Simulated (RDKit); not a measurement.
Input file for RDKit: MMFF94 on CH7ISi (a complex), monomers drawn apart or pushed together.

```python
from rdkit import Chem
from rdkit.Chem import AllChem, rdDetermineBonds

blocks = [
'''5

Si    0.14233455    0.04488763   -0.03849590
H     1.28925140   -0.85688103    0.19584535
H     0.23097372    1.21991516    0.85687301
H    -1.12633037   -0.67199949    0.21983356
H     0.15633337    0.50878878   -1.44607821
''',
'''5

C    -1.86098069    0.44184608    2.95154788
I    -0.21208643   -0.86355976    3.42346657
H    -2.44327785   -0.04313562    2.17689009
H    -2.43760297    0.57735518    3.85906526
H    -1.44016558    1.37738267    2.60211298
''',
]
mol = None
for b in blocks:
    f = Chem.MolFromXYZBlock(b)
    rdDetermineBonds.DetermineBonds(f, charge=0)
    mol = f if mol is None else Chem.CombineMols(mol, f)
Chem.SanitizeMol(mol)
print(Chem.MolToSmiles(Chem.RemoveHs(mol)))
ff = AllChem.MMFFGetMoleculeForceField(mol, AllChem.MMFFGetMoleculeProperties(mol), nonBondedThresh=100.0, ignoreInterfragInteractions=False)
e = ff.CalcEnergy()
print(f'MMFF94 energy {e:.6f} kcal/mol')
```

Program output:

```
CI.[SiH4]
MMFF94 energy 8.200230 kcal/mol
```

The run finished.

Cost: very roughly 0.020 core-seconds.
